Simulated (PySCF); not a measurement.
CH₆Al₂O₄. Atoms are numbered in the order given.

```xyz
13

Al    -1.5541    -0.2872     0.0595
O     -1.5910     1.3242    -0.4947
O     -2.8914    -1.3087    -0.2001
C      0.0729    -0.9473     0.8896
Al     1.5532     0.0383     0.1576
O      3.0683    -0.4961    -0.4080
O      1.2345     1.7152    -0.0433
H     -0.7563     1.8105    -0.4058
H     -3.6851    -1.0195    -0.6539
H      0.1634    -2.0439     0.8564
H      0.0017    -0.6502     1.9551
H      3.4028    -1.3926    -0.3666
H      1.8841     2.3385    -0.3759
```

Geometry: PBE0-D3(BJ)/def2-SVP. The structure was generated by enumeration; whether it is a known compound was not checked. The values are those of a single conformer.

The numbers are results of r2SCAN/def2-TZVP (PySCF), not measurements.

ESP charges are fitted to the potential on shells at 1.4 to 2.0 van der Waals radii. Atomic charges (e):

```csv
atom,Mulliken,IAO,ESP fit
Al1,0.69,…,1.22
O2,-0.57,…,-0.89
O3,-0.57,…,-0.85
C4,-0.68,-1.05,-1.08
Al5,0.71,…,1.08
O6,-0.57,…,-0.81
O7,-0.61,…,-0.86
H8,0.34,…,0.44
H9,0.32,…,0.43
H10,0.15,0.18,0.22
H11,0.15,0.18,0.23
H12,0.31,…,0.41
H13,0.32,…,0.46
```

Task: Complete the blanks. (The exact figures need the calculation; the answer reports its results.)

Result: 
- Al1, IAO: 1.28
- O2, IAO: -0.85
- O3, IAO: -0.83
- Al5, IAO: 1.27
- O6, IAO: -0.83
- O7, IAO: -0.83
- H8, IAO: 0.37
- H9, IAO: 0.37
- H12, IAO: 0.37
- H13, IAO: 0.37
